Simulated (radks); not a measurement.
Spherical quantum dot in the effective-mass picture: electrons in a parabolic well V = omega^2 r^2 / 2 with omega = 0.22, all in effective atomic units (hartree* = m*/eps^2 hartree, bohr* = eps/m* bohr), one dielectric constant everywhere. Calculated with a radial shooting solver with Libxc functionals: non-relativistic Kohn-Sham, LDA (Slater exchange, Perdew-Wang correlation), spin-polarised, spherical densities. Levels are named by radial order and angular momentum (1s, 1p, 1d, 2s, ...), and open shells are averaged over m. Results are scaled to m* = 0.04 and eps = 12.4, for which hartree* = 7.079 meV and bohr* = 16.4 nm.

N = 36, configuration 1s2 1p6 1d10 2s2 1f14 2p(up 2, down 0). This is the lowest configuration that the search found. Occupied and some empty levels:

| level | occupation | eigenvalue (meV) | <r> (nm) |
|---|---|---|---|
| 1s up | 1 | 40.374 | 86.15 |
| 1s down | 1 | 40.439 | 90.07 |
| 1p up | 3 | 40.706 | 104.1 |
| 1p down | 3 | 40.742 | 105.8 |
| 1d up | 5 | 41.107 | 115.1 |
| 1d down | 5 | 41.130 | 115.6 |
| 2s up | 1 | 41.258 | 91.48 |
| 2s down | 1 | 41.338 | 88.99 |
| 1f up | 7 | 41.579 | 122.9 |
| 1f down | 7 | 41.598 | 123.0 |
| 2p up | 2 | 41.857 | 99.28 |
| 2p down | 0 | 41.938 | 99.62 |
| 1g up | 0 | 42.119 | 129.1 |
| 1g down | 0 | 42.137 | 129.0 |
| 2d up | 0 | 42.523 | 108.2 |
| 2d down | 0 | 42.583 | 109.3 |
| 3s up | 0 | 42.664 | 98.87 |
| 3s down | 0 | 42.718 | 98.58 |

Energy (meV): total 899.949, kinetic 35.826, external 313.51, Hartree 599.73, exchange-correlation -49.123.

Electron density:

| r (nm) | n(r) (e/nm^3) |
|---|---|
| 4.68 | 2.839e-06 |
| 16.4 | 2.831e-06 |
| 28.2 | 2.782e-06 |
| 39.9 | 2.665e-06 |
| 51.7 | 2.511e-06 |
| 63.5 | 2.413e-06 |
| 75.2 | 2.468e-06 |
| 87.0 | 2.680e-06 |
| 98.7 | 2.921e-06 |
| 110 | 2.973e-06 |
| 122 | 2.656e-06 |
| 134 | 1.980e-06 |
| 146 | 1.177e-06 |
| 158 | 5.391e-07 |
| 169 | 1.861e-07 |
| 181 | 4.877e-08 |
| 193 | 9.405e-09 |
| 205 | 1.354e-09 |
| 216 | 1.513e-10 |
| 228 | 1.239e-11 |
